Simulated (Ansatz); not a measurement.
A made-up structure of MgSiH$_{2}$ClO (charge +1), closed shell:

```
6
angstrom
Si -0.1683 1.4999 -0.0173
O 0.0040 -0.0323 0.0023
Mg 0.2139 -1.8990 0.0235
Cl 0.4502 -4.0188 0.0447
H 0.3026 2.2725 -1.1779
H 1.1231 -5.0782 0.4850
```

It is relaxed with PBE-D4/def2-SVP and then PBE0-D4/def2-TZVP (Ansatz 0.2.0). Atoms count as bonded within 1.22 times the sum of their covalent radii (H–H: 0.88 Å). The end point is not checked to be a true minimum.

Does its bonding change? (A judgement: the text doesn't fix the answer.)

Computed: No: no bond forms or breaks.

Where it ends: The first stage lowers the energy by 1.21 eV in 21 steps. It ends as MgSiH₂ClO ([SiH][O][Mg][ClH]), total charge +1:
| atom | x (Å) | y (Å) | z (Å) |
| --- | --- | --- | --- |
| Si1 | 0.3180 | 1.0353 | 0.4624 |
| O2 | 0.2485 | -0.4571 | -0.1920 |
| Mg3 | 0.1032 | -1.9540 | -1.1443 |
| Cl4 | 0.5172 | -4.1356 | -0.0995 |
| H5 | -0.0493 | 1.9156 | -0.7415 |
| H6 | 0.7879 | -3.6601 | 1.0752 |

Labels in which every atom is bracketed show which atoms are joined, not bond orders.

For scale, one of the runs: PBE0-D4/def2-TZVP relaxation, 149 basis functions, launched by `ansatz run in.yaml --threads 2 --pin off --events-out ev --progress --plain --max-ram 4352MiB`. The run took about 66 s on 2 CPU threads of an Intel Xeon Platinum 8259CL (shared host).
